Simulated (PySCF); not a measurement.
Input file for PySCF: R-HF/3-21G on BrGeH3 (SMILES [GeH3][Br]), a point of a bond scan (R = 1.533 Å).

```python
from pyscf import gto, scf, dft, mp
from pyscf.data.elements import chemcore

mol = gto.M(
    atom='''
    Ge   -1.14560058    0.04679150    0.00463248
    Br    1.18424243   -0.04836981   -0.00478874
    H    -1.53993749    1.48382174   -0.35409628
    H    -1.60695799   -0.33231658    1.41625220
    H    -1.64237120   -0.95588990   -1.04278950
    ''',
    basis='3-21g',
    charge=0, spin=0, verbose=3, max_memory=1800)
mf = scf.RHF(mol)
mf.conv_tol = 1e-8
mf.max_cycle = 100
mf.kernel()
if not mf.converged:
    mf = mf.newton().run(mf.mo_coeff, mf.mo_occ)
```

Program output:

```
converged SCF energy = -4627.13977794806
```

The run converged.

Cost: roughly 0.5 core-seconds.
